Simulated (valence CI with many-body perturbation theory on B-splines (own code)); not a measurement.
## Level structure of I³⁹⁺

Calculated by relativistic CI+MBPT: four valence electrons over a frozen Dirac-Fock core [Ne], radial functions for each j: 11 s, 11 p, 10 d, 8 f, 5 g, 2 h, with the one-electron correlation potential Σ1, the two-electron term Σ2, the three-electron term Σ3, Breit, model QED; selected CI, second order for the rest, scaled by the run's own slope (own B-spline code, finite nucleus).

No measured spectrum was set against this ion. As an estimate, large intervals hold to a few tenths of a per cent, small ones and those within an open d or f shell to about a per cent. Among the levels kept, up to 720 cm⁻¹ of a level comes from second order outside the variational space, and about a tenth of that is noise between levels of different J, which matters for small intervals.

Levels 136 to 171 of 171, with energies above the lowest level, (3s^2 3p1/2^2) J=0. "Leading %" is the weight of the configuration and term that name the level; weights of strongly mixed levels are sums over their largest components and can fall short. In the jj column 3d3/2^4 stands for four electrons in 3d with j = 3/2. Lifetimes count E1, E2, E3, M1 and M2 decay at the calculated energies, and are blank where another channel may lead or the interval is too uncertain; long ones can be off by a factor of two.

```csv
No.,Configuration,Term,J,E (eV),Leading %,Lifetime,Leading jj
136,3s 3p 3d2,3D°,1,583.95,29,2.13 ps,3p1/2 3p3/2^2 3d3/2 (46 %)
137,3s 3p 3d2,3F°,2,584.23,11,3.37 ps,3s 3p1/2 3d5/2^2 (34 %)
138,3s 3p 3d2,3P°,0,585.57,37,5.64 ps,3p1/2 3p3/2^2 3d5/2 (42 %)
139,3s 3p 3d2,3F°,3,585.58,34,4.12 ps,3s 3p1/2 3d5/2^2 (67 %)
140,3p3 3d,3D°,1,587.07,17,4.57 ps,3s 3p1/2 3d5/2^2 (48 %)
141,3p3 3d,3P°,0,593.66,22,1.92 ps,3p1/2 3p3/2^2 3d3/2 (46 %)
142,3p3 3d,3F°,2,593.93,34,2.49 ps,3p1/2 3p3/2^2 3d3/2 (54 %)
143,3p3 3d,1P°,1,594.47,17,3.68 ps,3p1/2 3p3/2^2 3d5/2 (42 %)
144,3p3 3d,3F°,4,595.55,36,3.28 ps,3p1/2 3p3/2^2 3d5/2 (52 %)
145,3p3 3d,3G°,5,596.20,64,5.15 ps,3p1/2 3p3/2^2 3d5/2 (64 %)
146,3p3 3d,3P°,2,598.46,23,1.89 ps,3p1/2 3p3/2^2 3d3/2 (46 %)
147,3p3 3d,3D°,3,599.56,23,2.22 ps,3p1/2 3p3/2^2 3d3/2 (43 %)
148,3p3 3d,3P°,1,601.71,19,1.79 ps,3p1/2 3p3/2^2 3d3/2 (44 %)
149,3s 3p 3d2,3G°,4,603.81,23,2.95 ps,3p1/2 3p3/2^2 3d5/2 (40 %)
150,3p3 3d,3P°,2,607.94,33,3.79 ps,3p1/2 3p3/2^2 3d5/2 (80 %)
151,3s 3p 3d2,3F°,3,608.03,23,2.24 ps,3s 3p1/2 3d5/2^2 (25 %)
152,3s 3p 3d2,3P°,0,610.29,50,2.64 ps,3s 3p1/2 3d5/2^2 (46 %)
153,3s 3p 3d2,5D°,0,610.86,81,2.01 ps,3s 3p3/2 3d3/2^2 (84 %)
154,3p3 3d,1P°,1,611.22,21,1.76 ps,3p1/2 3p3/2^2 3d3/2 (51 %)
155,3s 3p 3d2,5D°,2,611.39,46,1.85 ps,3s 3p3/2 3d3/2^2 (67 %)
156,3s 3p 3d2,5D°,1,611.54,58,1.72 ps,3s 3p3/2 3d3/2^2 (66 %)
157,3s 3p 3d2,5F°,3,612.34,34,2.03 ps,3s 3p3/2 3d3/2^2 (43 %)
158,3p3 3d,3F°,3,612.86,30,3.02 ps,3p1/2 3p3/2^2 3d5/2 (69 %)
159,3s 3p 3d2,5F°,4,613.03,52,2.55 ps,3s 3p3/2 3d3/2 3d5/2 (60 %)
160,3s 3p 3d2,5G°,6,613.52,93,10.1 ps,3s 3p3/2 3d5/2^2 (56 %)
161,3s 3p 3d2,5F°,5,614.44,46,3.29 ps,3s 3p3/2 3d3/2 3d5/2 (73 %)
162,3s 3p 3d2,3P°,1,615.70,37,2.92 ps,3s 3p1/2 3d5/2^2 (46 %)
163,3p3 3d,1F°,3,616.90,34,2.56 ps,3p1/2 3p3/2^2 3d5/2 (50 %)
164,3s 3p 3d2,5D°,4,621.09,64,2.45 ps,3s 3p3/2 3d3/2 3d5/2 (64 %)
165,3p3 3d,1D°,2,622.29,29,2.41 ps,3p1/2 3p3/2^2 3d5/2 (50 %)
166,3s 3p 3d2,5P°,3,622.57,49,3.29 ps,3s 3p3/2 3d3/2 3d5/2 (84 %)
167,3p3 3d,3D°,2,624.01,54,1.76 ps,3p1/2 3p3/2^2 3d5/2 (56 %)
168,3s 3p 3d2,5S°,2,624.79,42,1.70 ps,3s 3p3/2 3d3/2^2 (51 %)
169,3p3 3d,3S°,1,625.00,19,1.79 ps,3p1/2 3p3/2^2 3d5/2 (49 %)
170,3s 3p 3d2,3D°,1,629.11,38,1.89 ps,3s 3p3/2 3d3/2 3d5/2 (51 %)
171,3s 3p 3d2,5D°,2,632.23,26,2.24 ps,3s 3p3/2 3d3/2 3d5/2 (74 %)
```

Where two levels of one J and parity lie close, their mixing, g and order are uncertain.
